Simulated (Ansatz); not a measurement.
Program: Ansatz. Geometries: PBE0-D4/def2-TZVP. ΔE: electronic, gas phase. CBS: MP2 limit from def2 TZ/QZ plus the TZ coupled-cluster correction, frozen cores. Functionals use def2-TZVPP. Each species was taken in one conformer, which may not be the lowest.

Reaction (substitution at a C–C bond): `CSC(C)S` + `C[NH][AlH][Cl]` → `C[N](C)[AlH][Cl]` + `CSCS`

```
           species  r2SCAN energy (Eh)
         `CSC(C)S`          -915.45483
  `C[NH][AlH][Cl]`          -798.53940
`C[N](C)[AlH][Cl]`          -837.83167
            `CSCS`          -876.15244
```

Problem. Work out ΔE.

Solution. ΔE = (-837.83167) + (-876.15244) − (-915.45483) − (-798.53940) = 0.01012 Eh = +26.6 kJ/mol. CCSD(T)/CBS gives +31.7 kJ/mol.

Largest T1 diagnostic among the species: 0.011.

In def2-TZVPP, CCSD(T) changes the Hartree–Fock value by +3.5 kJ/mol (the triples alone add +0.3 kJ/mol) and MP2 by +6.9 kJ/mol.
